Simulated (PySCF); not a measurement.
# Finite-field polarisability of Ga (gallium, neutral)

[Ar] 3d10 4s2 4p1, 2P determinant. All numbers are calculated (PySCF 2.14, the spin-free X2C one-electron Hamiltonian (Gaussian nucleus), in x2c-QZVPPall with one added diffuse shell each of s, p, d, f type (12s8p6d5f1g, 110 functions)). Frozen: [Ar] 3d10. Energy changes in a uniform field (μhartree):

```tsv
axis	F (au)	HF	MP2	CCSD	CCSD(T)
x	0.0021	-100.409	-99.446	-97.924	-98.077
x	0.0042	-402.066	-398.203	-392.109	-392.722
y	0.0016	-104.912	-101.747	-100.423	-100.443
y	0.0032	-421.187	-408.365	-403.025	-403.094
```

By symmetry the remaining axis equals x.

Task: Derive α along x at CCSD(T) from the two fields.

Result: With ΔE = −αF²/2 − γF⁴/24, α = −(16 ΔE(F) − ΔE(2F))/(6F²) = 44.46 bohr³.

Task: And the mean polarisability at each level?

Result: The components xx, yy, zz at CCSD(T) are 44.46, 78.38, 44.46, the third axis being equal by symmetry to one of the two computed. Means: HF 57.63, MP2 56.52, CCSD 55.72, CCSD(T) 55.77 bohr³. Reference: 50 ± 3 bohr³ (recommended; Schwerdtfeger and Nagle, table of static dipole polarizabilities (2023 update)).

CCSD(T) lies more than 5 % above the reference; correlation of the frozen inner shells, absent here, would lower it.
